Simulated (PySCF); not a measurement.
## Structure revision by computed shifts

A compound C4H10O2Si2 gives the data below (simulated from a calculation) and was assigned the structure `O=CO/C(=C\[SiH3])C[SiH3]`.

13C{1H} NMR (computed): δ 252.5 (C), 28.0 (CH), 17.1 (CH2, 2C).

1H NMR (600 MHz, computed): δ 5.17 (s, 3H), 5.17 (s, 2H), 2.20 (m, 1H), 1.34 (m, 2H), 1.02 (m, 2H).

Theoretical values (PySCF 2.14): NMR shieldings at PBE0/pcSseg-1/GIAO, GFN2-xTB geometry. Relativity neglected, averaged over atoms made equivalent by symmetry, fast rotation or ring inversion, single conformer, isolated molecule.

Scale: 1H (σref 31.72) and 13C (σref 186.93) against TMS (reference shieldings calculated alike).

Q: Compare with the shifts computed for the proposed structure, pairing carbons in order of shift.

A: Structure with atom numbers: `[O:1]=[CH:2][O:3]/[C:4](=[CH:5]\[SiH3:6])[CH2:7][SiH3:8]`. Each H is labelled by its parent atom.

| atom | computed for proposal | given list | difference |
| --- | --- | --- | --- |
| C4 | 168.1 | 252.5 | -84.4 |
| C2 | 165.0 | 28.0 | +137.0 |
| C5 | 111.8 | 17.1 | +94.7 |
| C7 | 24.6 | 17.1 | +7.5 |

The rms difference is 93.4 ppm and the largest +137.0 ppm at C2 (ester carbonyl carbon). The proposal also would give 4 carbon signals, not 3. The carbon types in order of shift don't match either: C, CH, CH, CH2 for the proposal against C, CH, CH2, CH2 in the data. The proposal doesn't fit.

Q: Which isomer fits?

A: `InChI=1S/C4H10O2Si2/c5-4(8-6-7)3-1-2-3/h3H,1-2,8H2,7H3`.

Carbon types of the structure: 1 × C, 1 × CH, 2 × CH2, leaving 5 H on heteroatoms. δC 252.5: carbonyl carbon. δC 28.0, 17.1: three-membered-ring carbon; carbons of three-membered rings are unusually shielded. δH 5.17: hydrogen on a silicon bonded to C, O. δH 2.20, 1.34, 1.02: hydrogen on a three-membered-ring carbon.

Other isomers checked: C=C[Si@@H](O)C(=C)O[SiH3] (rms 104.2 ppm).

This is the structure that produced the data.

Shifts are as computed. Against solution values, carbons near 30 ppm lie about +3 ppm off and those near 130 ppm about +5 ppm. Of 1211 compounds with measured shifts, 218 miss one by over three times the rms of a fit or turn the order of signals round; such compounds aren't used in these exercises. No couplings were computed; multiplicities are counted from neighbouring protons, with m where these are inequivalent, close in shift, in a saturated or five-membered ring or joined by F or P, and br s for small geminal =CH2 splittings.
